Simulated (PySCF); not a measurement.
**`C[Se]c1ccc2[se]nnc2c1`, C₇H₆N₂Se₂**

Molfile (atoms numbered from 1):
```
C7H6N2Se2
     RDKit          3D

 17 18  0  0  0  0  0  0  0  0999 V2000
    3.3825   -0.1986   -0.2613 C   0  0  0  0  0  0  0  0  0  0  0  0
    2.5751    1.1664    0.8442 Se  0  0  0  0  0  2  0  0  0  0  0  0
    0.7457    0.6815    0.6757 C   0  0  0  0  0  0  0  0  0  0  0  0
   -0.1876    1.4852    1.3717 C   0  0  0  0  0  0  0  0  0  0  0  0
   -1.5477    1.2323    1.3261 C   0  0  0  0  0  0  0  0  0  0  0  0
   -2.0146    0.1487    0.5689 C   0  0  0  0  0  0  0  0  0  0  0  0
   -3.7194   -0.4992    0.2660 Se  0  0  0  0  0  2  0  0  0  0  0  0
   -2.8539   -1.8510   -0.8296 N   0  0  0  0  0  0  0  0  0  0  0  0
   -1.6296   -1.6988   -0.8450 N   0  0  0  0  0  0  0  0  0  0  0  0
   -1.0822   -0.6544   -0.1261 C   0  0  0  0  0  0  0  0  0  0  0  0
    0.2942   -0.3938   -0.0767 C   0  0  0  0  0  0  0  0  0  0  0  0
    4.4635   -0.0070   -0.2331 H   0  0  0  0  0  0  0  0  0  0  0  0
    3.1853   -1.2007    0.1428 H   0  0  0  0  0  0  0  0  0  0  0  0
    3.0319   -0.1233   -1.2995 H   0  0  0  0  0  0  0  0  0  0  0  0
    0.1721    2.3315    1.9636 H   0  0  0  0  0  0  0  0  0  0  0  0
   -2.2383    1.8740    1.8759 H   0  0  0  0  0  0  0  0  0  0  0  0
    0.9600   -1.0511   -0.6353 H   0  0  0  0  0  0  0  0  0  0  0  0
  1  2  1  0
  2  3  1  0
  3  4  2  0
  4  5  1  0
  5  6  2  0
  6  7  1  0
  7  8  1  0
  8  9  2  0
  9 10  1  0
 10 11  2  0
 11  3  1  0
 10  6  1  0
  1 12  1  0
  1 13  1  0
  1 14  1  0
  4 15  1  0
  5 16  1  0
 11 17  1  0
M  END
```

Level of theory: quadratic response CAM-B3LYP/def2-SVPD first hyperpolarisability, Taylor convention, gas phase in PySCF 2.14.0. Geometry: PBE0-D3(BJ)/def2-SVP.

The calculation is non-relativistic, which matters for the atoms heavier than Zn.

(1) Give the tensor of the static β(0;0,0) in the axes of these coordinates.

Results:

(1) In au, Taylor convention; rows are the first index (the induced dipole):
```tsv
	xx	yy	zz	xy	xz	yz
x	+593.2	+45.4	+19.6	+21.2	-45.4	+18.5
y	+21.2	-132.1	-28.8	+45.4	+18.5	+7.5
z	-45.4	+7.5	-135.6	+18.5	+19.6	-28.8
```
Norm of βᵢ = ⅓ Σⱼ (βᵢⱼⱼ + βⱼᵢⱼ + βⱼⱼᵢ): 694.8 au, hyper-Rayleigh value 274.9 au.
